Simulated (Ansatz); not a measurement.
One change: `[CH3][GeH]([F])[SeH]` becomes `[CH3][GeH]([OH])[F]`.

Ansatz, PBE0-D4/def2-TZVP geometries, multiplicity 1. Each molecule was computed in one conformer, which needn't be the lowest.

Scalar relativity is left out up to krypton.

| property | `[CH3][GeH]([F])[SeH]` |
| --- | --- |
| HOMO–LUMO gap (ωB97M-V/def2-TZVPP) / eV | 11.23 |
| LUMO energy (B3LYP/def2-TZVPP) / eV | -0.45 |
| size of the dipole moment (PBE/def2-TZVPP) / D | 2.43 |
| zero-point energy (PBE0-D4/def2-TZVP) / kJ/mol | 145.0 |
| HOMO energy (B3LYP/def2-TZVPP) / eV | -7.06 |
| size of the dipole moment (B3LYP/def2-TZVPP) / D | 2.52 |

Question: What does the change do to each property? (Best estimate.)

Answer: Computed: 
```tsv
property	`[CH3][GeH]([OH])[F]`	shift
HOMO–LUMO gap (ωB97M-V/def2-TZVPP) / eV	13.49	2.26
LUMO energy (B3LYP/def2-TZVPP) / eV	0.27	0.72
size of the dipole moment (PBE/def2-TZVPP) / D	1.77	-0.66
zero-point energy (PBE0-D4/def2-TZVP) / kJ/mol	159.4	14.4
HOMO energy (B3LYP/def2-TZVPP) / eV	-8.69	-1.63
size of the dipole moment (B3LYP/def2-TZVPP) / D	1.89	-0.63
```

With PBE0 the HOMO falls by 1.63 eV and the LUMO rises by 0.80 eV, so the gap widens by about 2.43 eV. PBE moves the HOMO by -1.19 eV and ωB97M-V by -1.76 eV. Dipoles are sizes alone; their direction can turn.

B3LYP here is the variant with VWN-RPA as its local correlation; programs differ in this.

Spin–orbit coupling is left out; it splits and shifts lone-pair levels of the heavy atoms by tenths of an eV.
